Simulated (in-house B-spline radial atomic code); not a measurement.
## Ge2+: [Ar] 3d10 4s2

Computed with a B-spline radial code for spherical atoms: non-relativistic wB97X, spin-polarised, spherical fractional occupations, point nucleus.

Effective charges: Z_r = [3n² - l(l+1)]/(2<r>) from the radius, Z_e = n√(-2ε) from the energy, and Slater's rules. Values are occupation-weighted means over spin.

```json
{"shell": "1s", "electrons": "2", "ε (eV)": "-10864", "<r> (bohr)": "0.04785", "Z_r": "31.35", "Z_e": "28.26", "Slater": "31.70"}
{"shell": "2s", "electrons": "2", "ε (eV)": "-1374.4", "<r> (bohr)": "0.2137", "Z_r": "28.08", "Z_e": "20.10", "Slater": "27.85"}
{"shell": "2p", "electrons": "6", "ε (eV)": "-1225.2", "<r> (bohr)": "0.1852", "Z_r": "26.99", "Z_e": "18.98", "Slater": "27.85"}
{"shell": "3s", "electrons": "2", "ε (eV)": "-192.09", "<r> (bohr)": "0.6342", "Z_r": "21.29", "Z_e": "11.27", "Slater": "20.75"}
{"shell": "3p", "electrons": "6", "ε (eV)": "-142.37", "<r> (bohr)": "0.6516", "Z_r": "19.18", "Z_e": "9.70", "Slater": "20.75"}
{"shell": "3d", "electrons": "10", "ε (eV)": "-56.047", "<r> (bohr)": "0.7258", "Z_r": "14.47", "Z_e": "6.09", "Slater": "10.85"}
{"shell": "4s", "electrons": "2", "ε (eV)": "-32.488", "<r> (bohr)": "1.974", "Z_r": "12.16", "Z_e": "6.18", "Slater": "6.35"}
```

The least bound orbital is 4s at -32.49 eV, and it is also the most diffuse (<r> = 1.974 bohr).
